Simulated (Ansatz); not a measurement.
`C[NH][GaH][CH3]` + H₂ → `[CH3][GaH2]` + CH₃NH₂  (hydrogenolysis of a Ga–N bond)

Isolated molecules relaxed with PBE0-D4/def2-TZVP in Ansatz; ΔE leaves out vibrations. CCSD(T)/CBS is the MP2 limit (def2-TZVPP, def2-QZVPP) plus CCSD(T) − MP2 in def2-TZVPP, frozen cores. This one scheme is used for every species. DFT in def2-TZVPP. For Ga outer-core shells are correlated without core-valence functions, which leaves a few kJ/mol of doubt a bond. Scalar relativity is left out up to krypton. One conformer a species, not always the lowest.

```json
{"level": "ωB97M-V", "ΔE (kJ/mol)": "33.1"}
{"level": "CAM-B3LYP", "ΔE (kJ/mol)": "28.5"}
```

(1) What does CCSD(T)/CBS give? (Estimate.)

Largest T1 diagnostic among the species: 0.013.

Results:

(1) The calculation gave: +44.3 kJ/mol. The listed levels differ from it by -11.2, -15.8 kJ/mol.

From r2SCAN to r2SCAN0 (25 % exact exchange), in def2-TZVPP and without D4, ΔE moves by −6.4 kJ/mol. Leaving LDA and LC-ωPBE aside and taking each functional with its dispersion term where it has one, the values, not all of them listed here, spread over 19.6 kJ/mol, from B97M-V to BLYP-D4. LDA lies +11.2 kJ/mol from PBE without D4.
